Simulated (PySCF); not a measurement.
Si(H)(PH2)3 (H7P3Si), SMILES P[SiH](P)P. Coordinates come from a PBE0-D3(BJ)/def2-SVP optimisation. One conformer was computed; it need not be the lowest.

Give the equilibrium geometry at PBE0-D3(BJ)/def2-SVP (PySCF confirms it by a frequency run) as bond lengths and angles. (An estimate is asked for; the answer gives what the named calculation found.)

Several could match; the one computed here: 
Atoms: Si1 P2 P3 P4 H5 H6 H7 H8 H9 H10 H11. Bonds (Å): Si1–P2 2.266, Si1–P3 2.267, Si1–P4 2.268, Si1–H5 1.496, P2–H6 1.430, P2–H7 1.431, P3–H8 1.430, P3–H9 1.430, P4–H10 1.429, P4–H11 1.430. Bond angles (°): P2–Si1–P3 111.2, P2–Si1–P4 111.5, P2–Si1–H5 107.6, P3–Si1–P4 105.9, P3–Si1–H5 107.5, P4–Si1–H5 113.2, Si1–P2–H6 93.0, Si1–P2–H7 94.7, H6–P2–H7 93.6, Si1–P3–H8 93.9, Si1–P3–H9 93.1, H8–P3–H9 93.8, Si1–P4–H10 93.7, Si1–P4–H11 94.3, H10–P4–H11 93.8.
Charge 0, spin multiplicity 1.
